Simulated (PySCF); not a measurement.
Below is a simulated gas-phase Si 2p photoelectron spectrum of `C#C[SiH2]P[SiH3]`.

Every computed line was given a Gaussian of 0.6 eV full width at half maximum and an area set by the number of equivalent atoms (split 2:1 within a doublet); the highest printed point is 100. Level of theory: delta-SCF UKS SCAN, pcX-2 on the ionised atom, pcseg-1 elsewhere, spin-free X2C (PySCF).

binding energy (eV), intensity and a bar:
```
    105.8          0 
    105.9          1 
    106.0          2 #
    106.1          5 ##
    106.2         12 ###
    106.3         22 #######
    106.4         38 ###########
    106.5         55 #################
    106.6         72 ######################
    106.7         86 ##########################
    106.8         95 #############################
    106.9        100 ##############################
    107.0        100 ##############################
    107.1         96 #############################
    107.2         87 ##########################
    107.3         77 #######################
    107.4         66 ####################
    107.5         56 #################
    107.6         47 ##############
    107.7         39 ############
    107.8         29 #########
    107.9         20 ######
    108.0         12 ####
    108.1          6 ##
    108.2          3 #
    108.3          1 
    108.4          0 
    108.5          0
```

**Question.** How many maxima does the curve show, and how many computed lines lie under it?

**Answer.** The curve has 1 maximum (at 106.9 eV). Under it lie 4 lines from 2 inequivalent silicon sites, each drawn as a 2p3/2, 2p1/2 pair. At this width some lines have no maximum of their own.

**Question.** Decompose the envelope and assign each component. Numbering: `[CH:1]#[C:2][SiH2:3][PH:4][SiH3:5]`.

**Answer.** 
| position (eV) | relative area | line | atoms | environment |
| --- | --- | --- | --- | --- |
| 106.66 | 0.67 | Si 2p3/2 | Si5 | SiH3 silicon |
| 107.03 | 0.67 | Si 2p3/2 | Si3 | SiH2 silicon |
| 107.29 | 0.33 | Si 2p1/2 | Si5 | SiH3 silicon |
| 107.65 | 0.33 | Si 2p1/2 | Si3 | SiH2 silicon |

**Question.** What are the centre and the root-mean-square width of the whole band?

**Answer.** The area-weighted mean of the lines is 107.05 eV. Their own spread about it is 0.35 eV (rms) and each Gaussian has σ = 0.6/2.355 = 0.25 eV; the variances add, which gives 0.43 eV.

Lowest listed Si 2p3/2: Si5, bonded to 3 H and P. Highest, 0.37 eV above it: Si3, bonded to C, 2 H and P.

The curve has no shake-up lines and no vibrational structure. 2p3/2 and 2p1/2 are the ΔSCF energy of one spin-free 2p hole plus the eigenvalues of a spin–orbit and ligand-field matrix of the shell. 2p1/2 minus 2p3/2 (ligand field included): Si 0.62 eV. Isolated species at its GFN2-xTB geometry (one conformer only).

The values belong to the conformer `[CH:1]#[C:2][SiH2:3][PH:4][SiH3:5]`: C2–Si3–P4–Si5 46°.
